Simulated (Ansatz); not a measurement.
# A relaxation, step by step

SiNH5Cl2, singlet, PBE0-D4/def2-TZVP (Ansatz 0.2.0). Settings:

```yaml
hamiltonian: {xc: pbe0, dispersion: d4}
relax: {f_tol: 0.005, max_steps: 200}
```

Start, a step off a saddle point along its unstable mode:

Si1  (-0.451, -0.633, -0.036)
H2  (1.013, -1.065, 0.385)
Cl3  (-0.164, -1.676, -1.812)
Cl4  (-1.086, -1.221, 1.855)
H5  (-1.798, -0.037, -0.449)
H6  (1.137, 0.359, 0.240)
N7  (0.518, 1.037, 0.003)
H8  (0.217, 1.714, 0.708)
H9  (0.614, 1.522, -0.893)
(Å)

```csv
step,energy less the last (meV),largest force component (eV/Å)
1,1438.3,4.253
2,870.7,1.147
3,655.3,1.345
4,522.6,1.438
5,483.2,1.057
6,430.9,0.474
7,402.8,0.521
8,382.8,0.439
9,305.5,0.286
10,194.9,0.358
11,119.7,1.603
12,66.8,0.797
13 (rejected trial),100.5,0.796
14,11.2,0.253
15,0.8,0.034
16,0.4,0.038
17,0.1,0.014
18,0.0,0.005
19,0.0,0.007
20,0.0,0.006
21,0.0,0.003
```

Step 16, positions (Å) and forces (eV/Å):

```
atom       x       y       z      Fx      Fy      Fz
 Si1  -0.728  -1.377  -0.013   0.000   0.002  -0.001
  H2   0.698  -1.290   0.332  -0.001  -0.001   0.000
 Cl3  -0.906  -2.610  -1.643   0.000  -0.001   0.000
 Cl4  -1.710  -2.214   1.580  -0.001  -0.001   0.001
  H5  -1.393  -0.107  -0.335  -0.009  -0.009  -0.001
  H6   1.867   1.599   0.276   0.038  -0.005   0.010
  N7   0.889   1.644   0.021  -0.010  -0.014   0.000
  H8   0.442   2.275   0.675  -0.011   0.015   0.003
  H9   0.841   2.080  -0.892  -0.007   0.014  -0.011
```

Step 18, positions (Å) and forces (eV/Å):

```tsv
atom	x	y	z	Fx	Fy	Fz
Si1	-0.738	-1.392	-0.014	-0.001	-0.004	0.000
H2	0.688	-1.296	0.330	-0.003	0.003	-0.001
Cl3	-0.912	-2.628	-1.641	0.002	0.000	0.000
Cl4	-1.716	-2.232	1.580	0.002	0.001	0.001
H5	-1.410	-0.125	-0.337	-0.001	0.002	0.000
H6	1.878	1.613	0.277	-0.002	-0.001	0.000
N7	0.900	1.663	0.022	0.005	-0.003	0.002
H8	0.455	2.296	0.675	0.000	0.001	-0.002
H9	0.854	2.101	-0.891	-0.001	0.001	0.001
```

Step 19, positions (Å) and forces (eV/Å):

```
atom       x       y       z      Fx      Fy      Fz
 Si1  -0.739  -1.392  -0.015  -0.003  -0.003   0.000
  H2   0.687  -1.293   0.329  -0.001   0.003  -0.001
 Cl3  -0.910  -2.628  -1.641   0.001   0.001   0.002
 Cl4  -1.714  -2.232   1.581   0.002   0.001  -0.002
  H5  -1.413  -0.126  -0.338   0.000   0.000   0.000
  H6   1.877   1.608   0.277  -0.005  -0.001  -0.001
  N7   0.898   1.663   0.021   0.007   0.001   0.002
  H8   0.457   2.298   0.675   0.000  -0.001   0.000
  H9   0.855   2.102  -0.890   0.000  -0.001   0.000
```

Last step (21):

```
9
angstrom
Si -0.7408 -1.3899 -0.0156
H 0.6848 -1.2813 0.3263
Cl -0.9051 -2.6305 -1.6398
Cl -1.7083 -2.2333 1.5832
H -1.4228 -0.1287 -0.3409
H 1.8741 1.5956 0.2783
N 0.8967 1.6624 0.0213
H 0.4617 2.3011 0.6764
H 0.8599 2.1047 -0.8893
```

The run took about 46 s on 4 CPU threads of an Arm Neoverse V2 (shared host).
